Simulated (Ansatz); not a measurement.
A run for Ansatz (a program for electronic structure): R-SVWN5/def2-TZVPP on ClI (SMILES ClI). Elements past Kr take the def2 small-core potentials; no spin–orbit coupling.

Ansatz 0.2 input:
```yaml
crystal:
  periodic: [false, false, false]
  atoms:
    - {symbol: I, position_ang: [-0.00000000, 0.00000000, -1.17236288]}
    - {symbol: Cl, position_ang: [0.00000000, -0.00000000, 1.17236288]}
basis:
  gaussian:
    orbitals: def2-TZVPP
hamiltonian:
  xc: {name: SVWN5}
scf: {lower_state_search: off}
```

The log:

```
WARN ansatz: RAYON_NUM_THREADS=4 ignored (pool sized by the plan → 4); use --threads N
Functional definition: SVWN5
these checks for a lower state are left out or cut short: stability, starts, cluster_reference, orbital_swaps, neighbouring_geometries, increment
integrals: 0.02 GiB planned
661 factors; their error is unknown
mean field: 0.23 GiB planned
mean field evaluation 1: about -20572.2287 eV, gradient 1.3e1 eV
mean field evaluation 2: about -20570.9464 eV, gradient 2.5e1 eV
mean field evaluation 4: about -20572.6118 eV, gradient 1.1e0 eV
mean field evaluation 8: about -20572.5967 eV, gradient 2.4e-2 eV
mean field evaluation 16: about -20572.5967 eV, gradient 1.2e-6 eV
mean field -20572.59665413 eV, -756.0289824324 hartree, gradient 1.2e-6 eV, S^2 0.000000; 0 other end points of the search recorded, 0 dependent functions left out
reference -20572.59667855 eV, -756.0289833299 hartree; 21, 21 occupied and 71, 71 virtual orbitals, 661 factors
Total energy: -20572.59667855 eV, -756.0289833299 hartree
Checks for a lower state left out: stability, starts, cluster_reference, orbital_swaps, neighbouring_geometries, increment
```

Self-consistency was reached.

Cost: around 1.0 core-seconds (rough).
